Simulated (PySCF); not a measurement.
**EPR parameters of C5H5OS**

Compound: C₅H₅OS (doublet state).
Z-matrix (Å and degrees, GFN2-xTB geometry), rows numbered from 1:
```
O 
C   1  1.3483
C   2  1.3653  1  125.64
C   3  1.4087  2  128.36  1  -179.99
C   4  1.3880  3  113.10  2   179.95
C   5  1.3701  4  113.88  3     0.04
S   6  1.7230  5  112.37  4    -0.04
H   1  0.9675  2  109.83  3     0.04
H   2  1.0784  1  113.03  3   179.95
H   4  1.0737  3  121.99  2    -0.02
H   5  1.0762  4  123.81  3  -179.97
H   6  1.0710  5  128.73  4   179.92
```

The hyperfine couplings belong to this conformer and change with its torsions.

Identity: `O[CH]c1cccs1` [radical].

Theory: PySCF 2.14.0, UKS B3LYP, pcH-1 on C H O S, non-relativistic, mean-field spin-orbit, GIAO. The structure is a single GFN2-xTB conformer in the gas phase; no vibrational or solvent corrections. A GFN2-xTB geometry isn't a minimum of the functional, and hyperfine couplings can be far from their values at a DFT geometry. The SCF solution wasn't tested for stability. ⟨S²⟩ is 0.778 where a pure state has 0.75.

* g1, g2, g3: 2.00209, 2.00301, 2.00599
* g_iso: 2.00370
* Form of g: rhombic: the two nearest values differ by 24 % of g3 − g1
* ⟨S²⟩: 0.7776 (exact 0.7500)
* α and β electrons: 30, 29
* Total energy: -666.92077 Eh
* Basis functions: 235

Isotropic coupling and dipolar principal values T1 to T3, in 10⁻⁴ cm⁻¹ (1 × 10⁻⁴ cm⁻¹ = 2.998 MHz):

```
atom  isotope  a_iso  of which spin–orbit     T1     T2    T3  Mulliken spin population
  O1      17O   -4.3                  0.0  -14.1    6.7   7.3                      0.08
  C2      13C   15.4                  0.0  -15.2  -15.0  30.1                      0.51
  C3      13C  -13.6                  0.0   -7.4    2.9   4.5                     -0.18
  C4      13C   11.5                  0.0  -10.0   -9.9  19.9                      0.38
  C5      13C   -9.6                  0.0   -6.3    2.8   3.5                     -0.16
  C6      13C   11.6                  0.0  -10.3   -9.9  20.2                      0.36
  S7      33S    0.8                 -0.1   -3.4   -2.2   5.6                      0.07
  H8       1H   -2.5                  0.0   -2.6   -1.9   4.5                      0.00
  H9       1H  -12.3                  0.0   -6.6   -0.6   7.1                     -0.03
 H10       1H   -8.2                  0.0   -4.3   -0.4   4.7                     -0.02
 H11       1H    2.5                  0.0   -1.0   -0.3   1.3                      0.01
 H12       1H   -8.4                  0.0   -5.0   -0.1   5.1                     -0.02
```

Largest spin populations (Mulliken): C2 (+0.51), C4 (+0.38), C6 (+0.36) and C3 (-0.18). Three atoms exceed +0.15. The positive populations add up to 1.40 and the negative ones to -0.40, together 2S = 1. The angles at C2 add up to 360.0°, so it is planar.

The SMILES `O[CH]c1cccs1` draws the unpaired electron on C2, whose computed spin population is only +0.51.

Axes: g1 is normal to the molecular plane, g2 points within 8° of the C3–C4 bond and g3 points within 13° of the C2–H9 bond.

Under fast tumbling the dipolar parts average out, and these isotropic splittings remain: 1 × 1H (H9, I = 1/2, 2 lines) with 1.32 mT, 1 × 1H (H12, I = 1/2, 2 lines) with 0.90 mT, 1 × 1H (H10, I = 1/2, 2 lines) with 0.88 mT, 1 × 1H (H8, I = 1/2, 2 lines) with 0.27 mT and 1 × 1H (H11, I = 1/2, 2 lines) with 0.26 mT.

The 17O coupling of O1 (-12.8 MHz) shows only in satellite lines or after enrichment, since that isotope makes up about 0.038 % of natural oxygen.

The 13C coupling of C2 (46.2 MHz) shows only in satellite lines or after enrichment, since that isotope makes up about 1.07 % of natural carbon.
